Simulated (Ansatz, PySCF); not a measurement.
System: CH3GeO2, charge 0, multiplicity 2. SMILES: O=[C][O][GeH3]
Structure (B3LYP-D3(BJ)/def2-TZVP (Ansatz, a first-principles code) minimum search):
```xyz
7

O      2.0322    -0.4650    -0.8448
C      1.7954    -0.2579     0.3012
O      0.6927     0.0189     0.9277
Ge    -0.9007     0.1435    -0.0547
H     -1.9050     0.4734     1.0491
H     -0.7117     1.2742    -1.0675
H     -1.1315    -1.2226    -0.7032
```
Charge 0, spin multiplicity 2.

Quantity: size of the dipole moment, in D. Conventions: spin-orbit terms left out; 6-31G* and kin with 6d, 5d where marked; LANL2DZ with its own core potentials from Na on; non-relativistic; open shells spin-unrestricted; no dispersion term unless named. First-principles rows: single points at B3LYP-D3(BJ) geometries (Ansatz).

```
level                                  program  size of the dipole moment (D)
-------------------------------------  -------  -----------------------------
SVWN5/6-31G*                            Ansatz                           2.79
SVWN5/6-31G* with LANL2DZ past Ar       Ansatz                           2.83
PBE/3-21G                               Ansatz                           2.84
PBE/LANL2DZ                             Ansatz                           3.38
PBE/6-31G*                              Ansatz                           2.78
BLYP/6-31G*                             Ansatz                           2.75
BLYP/6-31G* with LANL2DZ past Ar        Ansatz                           2.81
BP86/6-31G* with LANL2DZ past Ar (5d)    PySCF                           2.83
B3LYP/3-21G                             Ansatz                           3.11
B3LYP/6-31G                             Ansatz                           3.44
B3LYP/6-31G*                            Ansatz                           3.07
B3LYP/6-31G**                           Ansatz                           3.07
B3LYP/6-31G* with LANL2DZ past Ar       Ansatz                           3.12
PBE0/6-31G* with LANL2DZ past Ar        Ansatz                           3.18
```

No value to compare with is used here. The 14 habitual levels span 2.75 (BLYP/6-31G*) to 3.44 D (B3LYP/6-31G).

The levels are drawn from those run, B3LYP/6-31G* more often than the rest, none by its result; left out are runs that failed, that the program found above a lower state of the same kind, or whose <S^2> lies over 0.5 above the pure value.
